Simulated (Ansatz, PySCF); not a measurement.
CH8N2OSi2, SMILES N[Si@]1(O)CN[SiH2]1.

Geometry: B3LYP-D3(BJ)/def2-SVP. The structure was generated by enumeration; whether it is a known compound was not checked. The values are those of a single conformer.

Vertical ionisation energy (IE) and electron affinity (EA) in eV. Rows of orbital energies are one-electron estimates. Where ΔSCF, EOM or ADC give a negative EA the extra electron is unbound and the value depends on the basis.

```json
[
 {"level": "−ε(HOMO), −ε(LUMO), PBE0/def2-TZVP (PySCF)", "IE": "6.55", "EA": "-0.05"},
 {"level": "−ε(HOMO), −ε(LUMO), PBE/def2-TZVP (PySCF)", "IE": "5.22", "EA": "0.77"},
 {"level": "ΔSCF, ωB97X-V/def2-SVPD (Ansatz), final states of multiplicity 2 and 2", "IE": "8.69", "EA": "-1.61"},
 {"level": "ΔSCF, PBE/def2-SVPD (Ansatz), final states of multiplicity 2 and 2", "IE": "8.15", "EA": "-0.96"}
]
```

### Question
What vertical singlet–triplet gap does ΔSCF give with ωB97X-V/def2-SVPD (Ansatz, an electronic-structure program) and with PBE/def2-SVPD (Ansatz)? (An estimate is asked for; the answer gives what the named calculation found.)

### Answer
5.37 and 4.55 eV (triplet above singlet where positive).
